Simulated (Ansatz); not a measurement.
`O[SiH][S][GeH2][OH]`• → Ge• + 5 H• + 2 O• + S• + Si•  (atomization)

Program: Ansatz. Geometries: PBE0-D4/def2-TZVP. ΔE: electronic, gas phase. CBS: MP2 limit from def2 TZ/QZ plus the TZ coupled-cluster correction, frozen cores. This one scheme is used for every species, atoms too. Functionals use def2-TZVPP. B3LYP here is the variant with VWN-RPA as its local correlation; programs differ in this. Open shells (•) are unrestricted, without spin–orbit coupling. Spin–orbit coupling would lower the free atoms: a little for O, S, Si; clearly for Ge. Bonds to Ge are less sure, by a few kJ/mol each and by 10 to 20 or more in all where they break to atoms, as the def2 sets lack core-valence functions. Scalar relativity is left out up to krypton. Each species was taken in one conformer, which may not be the lowest.

`O[SiH][S][GeH2][OH]`•:

Z-matrix (Å, degrees):
```
Ge
O 1 1.803
S 1 2.200 2 105.2
H 1 1.539 2 107.0 3 -120.8
H 1 1.535 2 109.5 3 116.4
H 2 0.961 1 112.5 3 154.6
Si 3 2.158 1 96.2 2 -46.1
O 7 1.638 3 112.2 1 64.4
H 7 1.489 3 105.8 1 -178.2
H 8 0.972 7 111.9 3 -45.0
```

(1) What is ΔE at CCSD(T)/CBS? (Best estimate.)

(2) What do these levels give: PBE-D4, PBE0-D4, B3LYP-D4, ωB97X-V, r2SCAN, MP2/def2-TZVPP, CCSD/def2-TZVPP, CCSD(T)/def2-TZVPP, HF/def2-QZVPP, MP2/def2-QZVPP, SCS-MP2/def2-QZVPP, HF/CBS(def2)? (An estimate is asked.)

Largest T1 diagnostic among the species: 0.014.

Answers

(1) Ansatz gave: +3258.9 kJ/mol.

(2) The calculation gave: PBE-D4 3282.2, PBE0-D4 3209.7, B3LYP-D4 3216.3, ωB97X-V 3261.0, r2SCAN 3261.0, MP2/def2-TZVPP 3225.2, CCSD/def2-TZVPP 3096.2, CCSD(T)/def2-TZVPP 3157.3, HF/def2-QZVPP 2235.8, MP2/def2-QZVPP 3285.4, SCS-MP2/def2-QZVPP 3264.7, HF/CBS(def2) 2236.7 kJ/mol.

From PBE to PBE0 (25 % exact exchange), in def2-TZVPP and without D4, ΔE moves by −68.1 kJ/mol: exact exchange takes away binding that semilocal exchange gives to molecules. The D4 term adds +48.4 kJ/mol with B3LYP and +25.2 kJ/mol with PBE0; it sums over pairs of atoms, weighted by their polarisabilities, and B3LYP, whose exchange is more repulsive, gets the larger term.

For atomizations the MP2-based limit and the directly extrapolated one differ by several kJ/mol either way, and by 10 to 25 for some Ge, Se and Sn compounds, so smaller differences from it don't rank the levels.
